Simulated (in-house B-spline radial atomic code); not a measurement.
A fraction x of an electron is removed from 4p in the zirconium ion Zr⁴⁺, starting from [Ar] 3d10 4s2 4p6 and keeping the highest spin. Method: scalar-relativistic (X2C) LDA VWN5, spin-polarised, spherical fractional occupations, Fermi nucleus of rms radius 4.2694 fm. Calculated with a B-spline radial code for spherical atoms.

```
   x  E(x) - E(0) (eV)  4p down level (eV)
   0            0.0000             -72.921
0.08            5.8837             -74.173
0.23           17.1863             -76.530
0.27           20.2601             -77.161
0.45           34.4053             -80.011
 0.5           38.4257             -80.806
0.55           42.4859             -81.602
0.72           56.5889             -84.318
0.81           64.2425             -85.763
0.91           72.8992             -87.372
   1           80.8280             -88.824
```

The exact functional would give a straight line between the two integer points. Deviations E(x) - E(0) - x[E(1) - E(0)], in eV: -0.583 at x = 0.08, -1.404 at x = 0.23, -1.563 at x = 0.27, -1.967 at x = 0.45, -1.988 at x = 0.5, -1.97 at x = 0.55, -1.607 at x = 0.72, -1.228 at x = 0.81, -0.654 at x = 0.91.

The curve lies below the straight line by up to 1.988 eV (at x = 0.5): convex, the delocalisation error that favours fractional charges.

(1) How well does Slater's transition state (minus the level at half occupation) give the ionisation energy?

## Answers

(1) It gives 80.806 eV against 80.828 eV from the two total energies; NIST lists 80.35 eV, ground level to ground level.
